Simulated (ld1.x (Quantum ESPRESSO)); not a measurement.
# tellurium (Te): excitation energies, all-electron against TM

* Element: tellurium
* Generator: ld1.x (Quantum ESPRESSO) 7.5
* Type: norm-conserving Troullier–Martins (Kleinman–Bylander form)
* Functional: PBE
* Relativity: scalar-relativistic
* Frozen core: [Kr]
* Valence charge: 16
* Reference configuration: 4d10 5s2 5p4
* Partial waves: 5s (bound): rc 1.95 bohr; 5p (bound): rc 2.20 bohr; 4d (bound): rc 1.00 bohr; 4f channel at -0.2 Ry: rc 1.95 bohr
* Local potential: all-electron potential smoothed inside 2.00 bohr (lloc = -1)
* Core correction: a·sin(br)/r model core inside 0.60 bohr

Energies are relative to the spin-unpolarised reference configuration 4d10 5s2 5p4; without spin polarisation the order of configurations can differ from experiment. The frozen-core shift is the all-electron ΔE with the core orbitals held at their reference shape minus the fully relaxed ΔE.

Question: Give the all-electron excitation energy and the error of the potential for: 4d10 5s2 5p3; 4d10 5s2 5p2; 4d10 5s2 5p1; 4d9 5s2 5p5; 4d10 5s2 5p0; 4d10 5s2 5p3.5; 4d10 5s1 5p5.

Answer:

| valence configuration | charge | ΔE all-electron (eV) | error AE − PS (meV) | frozen-core shift (meV) |
| --- | --- | --- | --- | --- |
| 4d10 5s2 5p3 | +1 | 9.729 | +1.1 | +1.9 |
| 4d10 5s2 5p2 | +2 | 27.653 | +9.9 | +6.2 |
| 4d10 5s2 5p1 | +3 | 54.551 | +25 | +15 |
| 4d9 5s2 5p5 | 0 | 38.256 | -306 | +154 |
| 4d10 5s2 5p0 | +4 | 91.034 | +32 | +31 |
| 4d10 5s2 5p3.5 | +0.5 | 3.897 | -0.2 | +0.7 |
| 4d10 5s1 5p5 | 0 | 9.255 | -2.2 | +0.6 |

Levels in the configuration 4d10 5s2 5p2:

```
level  all-electron (eV)  pseudo (eV)
   4d            -60.988      -60.754
   5s            -32.714      -32.678
   5p            -22.304      -22.285
```
